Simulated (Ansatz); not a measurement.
# Ligand exchange: C2H4 + SnH3(SH) → C2H4S + SnH4

Gas-phase species: C2H4 (ethylene) `C=C`, singlet; SnH3(SH), singlet; C2H4S `C=CS`, singlet; SnH4 `[SnH4]`, singlet. The partners trade H for SH: C–H and Sn–SH bonds give way to C–SH and Sn–H.

Shapes, held fixed at every level: PBE0-D4/def2-TZVP. Flexible molecules stand in one conformer, not always the lowest. Programs: Ansatz 0.2.0. Electronic energies: no zero-point or thermal term.

```json
{"level": "PBE-D4/def2-TZVPP", "kind": "GGA", "ΔE (kJ/mol)": "+87.5", "less CCSD(T)/def2-TZVPP": "-8.9", "CPU time (sum over the molecules)": "9.1 s"}
{"level": "B3LYP-D4/def2-TZVPP", "kind": "global hybrid", "ΔE (kJ/mol)": "+95.0", "less CCSD(T)/def2-TZVPP": "-1.4", "CPU time (sum over the molecules)": "11 s"}
{"level": "PBE0-D4/def2-TZVPP", "kind": "global hybrid", "ΔE (kJ/mol)": "+92.7", "less CCSD(T)/def2-TZVPP": "-3.7", "CPU time (sum over the molecules)": "7.9 s"}
{"level": "wB97M-V/def2-TZVPP", "kind": "range-separated hybrid", "ΔE (kJ/mol)": "+96.1", "less CCSD(T)/def2-TZVPP": "-0.3", "CPU time (sum over the molecules)": "28 s"}
{"level": "B2PLYP/def2-TZVPP", "kind": "double hybrid", "ΔE (kJ/mol)": "+97.3", "less CCSD(T)/def2-TZVPP": "+0.9", "CPU time (sum over the molecules)": "15 s"}
{"level": "CCSD/def2-TZVPP", "kind": "coupled cluster or CI", "ΔE (kJ/mol)": "+98.4", "less CCSD(T)/def2-TZVPP": "+2.0", "CPU time (sum over the molecules)": "–"}
{"level": "CCSD(T)/def2-TZVPP", "kind": "coupled cluster or CI", "ΔE (kJ/mol)": "+96.4", "less CCSD(T)/def2-TZVPP": "0.0", "CPU time (sum over the molecules)": "–"}
```

The highest level, CCSD(T)/def2-TZVPP, gives ΔE = +96.4 kJ/mol; the levels span +87.5 to +98.4. The column of differences is taken from that level and isn't an error. No measured value is set beside it here. For atoms past krypton def2 sets carry core potentials with scalar relativity. Outer-core shells of Sn are correlated, in sets that cover them unevenly. Times are processor times on shared x86 and Arm servers, and rough.
